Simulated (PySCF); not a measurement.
A ladder of Hamiltonians for Lu⁶⁷⁺ (lutetium, charge +67)

Occupied: 1s1/2, 2s1/2. Hartree-Fock calculated with PySCF 2.14 in an uncontracted even-tempered set (16 s from 17 bohr⁻², ratio 2.7; 13 p from 20 bohr⁻², ratio 2.7), Gaussian nucleus throughout. NR is non-relativistic, sf-X2C the spin-free one-electron X2C Hamiltonian, X2C adds the bare one-electron spin-orbit term, X2C-SNSO screens it by Boettger's factors, DC is four-component Dirac-Coulomb, and the Gaunt and Breit terms are added at first order (total energies over the DC spinors, levels after relaxing the spinors in that mean field). QED terms are absent. Levels marked empty are virtual spinors of this ion.

```csv
Hamiltonian,E (hartree),E − E(DC) (hartree),CPU seconds
NR,-6190.0387,501.1801,0.16
sf-X2C,-6687.9979,3.2209,0.09
X2C,-6687.9979,3.2209,0.1
X2C-SNSO,-6687.9979,3.2209,0.1
DC,-6691.2188,0.0000,2
DC+Gaunt,-6684.8198,6.3990,3.4
DC+Breit,-6684.9585,6.2603,27
```

Question: Give the 2p spin-orbit interval with each Hamiltonian that has one.

Answer: X2C 1263; X2C-SNSO 1224; DC 1232; DC+Gaunt 1216; DC+Breit 1216 (eV).

| level (eV) | NR | sf-X2C | X2C | X2C-SNSO | DC | DC+Gaunt | DC+Breit |
| --- | --- | --- | --- | --- | --- | --- | --- |
| 1s1/2 | -66625.8 | -71634.4 | -71634.4 | -71634.4 | -71711.6 | -71558.1 | -71559.9 |
| 2s1/2 | -16098.4 | -17631.0 | -17631.0 | -17631.0 | -17640.3 | -17621.9 | -17623.7 |
| 2p1/2 (empty) | -15694.7 | -16265.5 | -17165.7 | -17136.1 | -17146.3 | -17112.6 | -17117.1 |
| 2p3/2 (empty) | -15694.7 | -16265.5 | -15902.8 | -15912.4 | -15914.3 | -15896.2 | -15900.7 |
| 3s1/2 (empty) | -6928.7 | -7452.2 | -7452.2 | -7452.2 | -7454.7 | -7449.5 | -7450.3 |

Weight of the small component: 1s1/2 0.0716, 2s1/2 0.0175, 2p1/2 0.0173, 2p3/2 0.0160, 3s1/2 0.00742.

Koopmans' value for the highest occupied level at DC+Breit: 17623.7 eV, against an ionisation energy of 17610 ± 40 eV (theoretical estimate listed by NIST; NIST Atomic Spectra Database, ionization energies); the former lacks relaxation, correlation, QED and recoil.

The whole ladder took 33 s of wall time on 1 thread of Intel(R) Xeon(R) 6975P-C (shared host), launched as `OMP_NUM_THREADS=1 python relrun2.py TASK.json OUT` (a driver that calls PySCF for each Hamiltonian).
